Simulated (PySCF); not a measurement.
## `[C-]#[N+][SiH2][SiH2][O-]`, [CH₄NOSi₂]-, charge -1

Molfile (atoms numbered from 1):
```
CH4NOSi2
     RDKit          3D

  9  8  0  0  0  0  0  0  0  0999 V2000
    2.6691   -0.5612   -1.2201 C   0  0  0  0  0  0  0  0  0  0  0  0
    1.8511   -0.1043   -0.5094 N   0  0  0  0  0  0  0  0  0  0  0  0
    0.4826    0.5007    0.5010 Si  0  0  0  0  0  4  0  0  0  0  0  0
   -1.6827   -0.4329    0.0649 Si  0  0  0  0  0  4  0  0  0  0  0  0
   -2.7255    0.1907    1.0584 O   0  0  0  0  0  0  0  0  0  0  0  0
    1.0140    0.2786    1.8912 H   0  0  0  0  0  0  0  0  0  0  0  0
    0.5988    1.9884    0.3049 H   0  0  0  0  0  0  0  0  0  0  0  0
   -1.8084   -0.1826   -1.4378 H   0  0  0  0  0  0  0  0  0  0  0  0
   -1.3712   -1.9281    0.1184 H   0  0  0  0  0  0  0  0  0  0  0  0
  1  2  3  0
  2  3  1  0
  3  4  1  0
  4  5  1  0
  3  6  1  0
  3  7  1  0
  4  8  1  0
  4  9  1  0
M  CHG  3   1  -1   2   1   5  -1
M  END
```

Method: quadratic response LC-wPBE/aug-cc-pVDZ first hyperpolarisability, Taylor convention, gas phase (PySCF 2.14.0). Geometry: PBE0-D3(BJ)/def2-SVP.

For a gas-phase anion, states above the detachment energy (about 4.7 eV, taken as minus the energy of the highest occupied orbital) lie in the continuum and depend on the basis.

Question: Give the tensor of the second harmonic β(−2ω;ω,ω) at 1064 nm in the axes of these coordinates.

Answer: In au, Taylor convention; rows are the first index (the induced dipole):
|  | xx | yy | zz | xy | xz | yz |
| --- | --- | --- | --- | --- | --- | --- |
| x | -472.4 | -87.4 | -98.0 | +5.9 | +106.9 | -30.5 |
| y | +2.8 | +41.2 | -8.7 | -90.5 | -30.0 | +11.7 |
| z | +102.4 | +8.5 | +114.9 | -30.3 | -101.0 | -6.4 |

Norm of βᵢ = ⅓ Σⱼ (βᵢⱼⱼ + βⱼᵢⱼ + βⱼⱼᵢ): 702.1 au, hyper-Rayleigh value 262.4 au.
